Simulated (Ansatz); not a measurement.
Consider the redistribution: `F[CH]([SiH3])[GaH2]` + `C[CH](Cl)[SnH3]` → `F[CH]([GaH2])[SiH2]Cl` + `C[CH2][SnH3]`.

Computed with Ansatz on PBE0-D4/def2-TZVP structures; ΔE is electronic, products minus reactants. CCSD(T)/CBS adds triple-zeta CCSD(T) − MP2 to the extrapolated MP2 energy (def2 sets, frozen cores). Functionals use def2-TZVPP. def2 core potentials past Kr. For Ga, Sn outer-core shells are correlated without core-valence functions, which leaves a few kJ/mol of doubt a bond. Scalar relativity is left out up to krypton. Each species was taken in one conformer, which may not be the lowest.

Problem. Is it downhill or uphill in electronic energy at CCSD(T)/CBS, and by how much? (Best estimate.)

Solution. The calculation gave: Downhill: ΔE = -37.6 kcal/mol.

Problem. What do these levels give: r2SCAN-D4, PBE0-D4, ωB97M-V, PBE, PBE0, MP2/def2-TZVPP, SCS-MP2/def2-TZVPP, MP2/def2-QZVPP, SCS-MP2/def2-QZVPP, HF/CBS(def2), MP2/CBS(def2), CCSD/CBS(def2)? (An estimate is asked.)

Solution. The calculation gave: r2SCAN-D4 -38.2, PBE0-D4 -37.9, ωB97M-V -38.0, PBE -36.7, PBE0 -38.1, MP2/def2-TZVPP -38.5, SCS-MP2/def2-TZVPP -37.8, MP2/def2-QZVPP -38.7, SCS-MP2/def2-QZVPP -38.0, HF/CBS(def2) -40.0, MP2/CBS(def2) -38.7, CCSD/CBS(def2) -38.3 kcal/mol.

Largest T1 diagnostic among the species: 0.013.

In def2-TZVPP, CCSD(T) changes the Hartree–Fock value by +2.5 kcal/mol (the triples alone add +0.7 kcal/mol) and MP2 by +1.4 kcal/mol. From PBE to PBE0 (25 % exact exchange), in def2-TZVPP and without D4, ΔE moves by −1.4 kcal/mol.
